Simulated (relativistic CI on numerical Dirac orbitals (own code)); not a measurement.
How well does a small relativistic CI reproduce Xe4+?

Calculated at this level of theory: Dirac-Coulomb-Breit CI, KLI orbitals optimised for each configuration, a model potential for QED, valence Slater integrals scaled by 0.85, P86 correlation estimate, and configurations built on the next ion tied to the tabulated ionisation energy (semi-empirical) (own radial code, finite nucleus).

Configurations in the expansion (outside the closed core [Kr] 4d10): 5s²5p², 5s²5p5d, 5s²5p6s, 5s²5p6p, 5s²5p6d, 5s²5p7s, 5s²5p5f, 5s²5p6f, 5s5p³, 5p⁴, 5s²5d², 5s5p²5d, 5s²4f², 5s²5p4f, 5s²5p5g, 5s5p²5f, 5p²5d², 5s²4f5d, 5s5p²5g, 5p²4f², 5s²5f², 5s5p²4f, 5p³5d, 5s²5p7p. Levels of other configurations are missing.

```tsv
Configuration	Term (tabulated)	J	Measured (cm⁻¹)	Computed	Error	Purity (%)
5s²5p²	3P	0	0.0	0	0	88
5s²5p²	3P	1	9291.8	9109	-183	98
5s²5p²	3P	2	14126.7	13853	-273	66
5s²5p²	1D	2	28411.2	27801	-610	65
5s²5p²	1S	0	44470.4	43044	-1426	86
5s5p³	5S°	2	92182.8	91620	-563	95
5s5p³	3D°	1	115286.3	114692	-594	75
5s5p³	3D°	2	116097.0	115303	-794	72
5s5p³	3D°	3	119919.0	119010	-909	85
5s5p³	3P°	0	133408.1	133444	36	84
5s5p³	3P°	1	134575.2	134486	-89	74
5s5p³	3S°	1	155518.1	162363	6845	59
5s²5p5d	3F°	2	156506.8	149490	-7017	77
5s²5p5d	3F°	3	160630.4	152639	-7992	93
5s²5p5d	3F°	4	169799.4	161266	-8534	98
5s²5p5d	3D°	3	182167.2	178773	-3394	73
5s²5p5d	3P°	0	183025.2	179529	-3497	83
5s²5p5d	3P°	1	184147.6	181540	-2607	58
5s²5p4f	3F	2	191603.5	189379	-2224	79
5s²5p6s	3P° †	0	194033.1	192221	-1812	100
5s²5p5d	1F°	3	194138.0	190019	-4119	85
5s²5p6s	3P° †	1	194232.9	192907	-1326	63
5s²5p4f	3G	5	202281.8	200530	-1752	97
5s²5p4f	3D	3	205758.8	203685	-2074	71
5s²5p4f	3D	2	207366.7	205359	-2007	79
5s²5p6s	3P°	2	209068.9	207453	-1616	100
5s²5p4f	3D	1	209310.7	207339	-1971	97
5s²5p6s	1P°	1	213040.2	211254	-1786	73
5s²5p4f	1G	4	214317.7	212564	-1753	88
5s²5p4f	1D	2	216745.6	214731	-2015	85
5s²5p6p	3D	1	228064.9	225759	-2306	68
5s²5p6p	3P	0	233999.3	231094	-2906	84
5s²5p6p	3D	2	235178.9	232373	-2806	68
5s²5p6p	3D	3	246208.0	245775	-433	99
5s²5p6p	3S	1	247810.4	247708	-102	74
5s²5p6p	1S	0	259642.3	256860	-2783	83
```

Measured levels from Saloman, J. Phys. Chem. Ref. Data 33, 765 (2004); pairs were made by configuration, J and term (by order where the table uses no LS term), so strongly mixed levels may be paired wrongly.

Mean error by configuration (cm⁻¹): 5s²5p² -623; 5s5p³ 562; 5s²5p5d -5309; 5s²5p4f -1971; 5s²5p6s -1701; 5s²5p6p -1889. Over the excited levels the mean absolute error is 2364 cm⁻¹ (35 of the 52 excited levels that our extract of the source holds in range could be paired, and the others can miss by more), and the median relative error of those above 1,000 cm⁻¹ is 1 %. † marks terms whose computed intervals miss the measured ones by more than a factor of 2.5, or configurations far off the rest, from wrong mixing, a near crossing or a doubtful label or measurement; they are left out of the means.
